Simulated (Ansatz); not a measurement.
H3NSi, SMILES `N[SiH]` (excited triplet) (charge 0, multiplicity 3). This triplet is an excited state, 1.81 eV above the relaxed singlet at the level composite: frozen-core CCSD(T) with HF/cc-pVQZ and the correlation energy extrapolated as X^-3 from cc-pVTZ and cc-pVQZ, plus CCSDT(Q) minus CCSD(T) in cc-pVDZ // PBE0-D3(BJ)/def2-TZVP (Ansatz, a quantum-chemistry and plane-wave program).

Level of theory: Ansatz with frozen-core CCSD(T)/cc-pVDZ // PBE0-D3(BJ)/def2-TZVP.

Ansatz 0.2 input:
```yaml
crystal:
  periodic: [false, false, false]
  atoms:
    - { symbol: N, position_ang: [-0.631806, 0.063803, -0.055109] }
    - { symbol: Si, position_ang: [0.94295, -0.279665, 0.54116] }
    - { symbol: H, position_ang: [-1.24836, -0.672757, -0.360516] }
    - { symbol: H, position_ang: [-1.146579, 0.871059, 0.259977] }
    - { symbol: H, position_ang: [2.083796, 0.017561, -0.385511] }
basis:
  gaussian: { orbitals: cc-pVDZ }
correlation:
  method: ccsd_t
magnetization:
  spin_polarized: true
  initial_magnetization: 2
```

Output:

```
Functional definition: HF
451 factors; integrals over basis functions are off by at most 1.2e-3 eV
mean field evaluation 1: about -9387.7926 eV, gradient 1.9e1 eV
mean field evaluation 2: about -9387.7950 eV, gradient 1.9e1 eV
mean field evaluation 4: about -9389.6924 eV, gradient 2.4e0 eV
mean field evaluation 8: about -9389.7948 eV, gradient 2.2e-1 eV
mean field evaluation 16: about -9389.7691 eV, gradient 7.5e-1 eV
mean field evaluation 32: about -9385.0561 eV, gradient 4.5e-1 eV
mean field -9389.79655017 eV, -345.0686585861 hartree, gradient 4.0e-6 eV, S^2 2.007035; 0 other end points of the search recorded, 0 dependent functions left out
6 core orbitals not correlated
reference -9389.79655017 eV, -345.0686585861 hartree; 7, 5 occupied and 34, 36 virtual orbitals, 451 factors
second order -6.55104888 eV of doubles, -0.00000000 eV of singles
cycle   1  -6.98393171 eV  change   -4.3e-1 eV  update   6.7e-2
cycle   2  -7.21814159 eV  change   -2.3e-1 eV  update   2.5e-2
cycle   3  -7.26927308 eV  change   -5.1e-2 eV  update   1.5e-2
cycle   4  -7.26783709 eV  change    1.4e-3 eV  update   7.4e-3
cycle   5  -7.26928059 eV  change   -1.4e-3 eV  update   3.7e-3
cycle   6  -7.26996946 eV  change   -6.9e-4 eV  update   1.4e-3
cycle   7  -7.27005759 eV  change   -8.8e-5 eV  update   4.6e-4
cycle   8  -7.27018607 eV  change   -1.3e-4 eV  update   1.8e-4
cycle   9  -7.27017421 eV  change    1.2e-5 eV  update   7.6e-5
cycle  10  -7.27016512 eV  change    9.1e-6 eV  update   2.6e-5
cycle  11  -7.27017018 eV  change   -5.1e-6 eV  update   1.0e-5
perturbative correction -0.18872279 eV, -0.0069354347 hartree
Total energy: -9397.25544314 eV, -345.3427678469 hartree
```
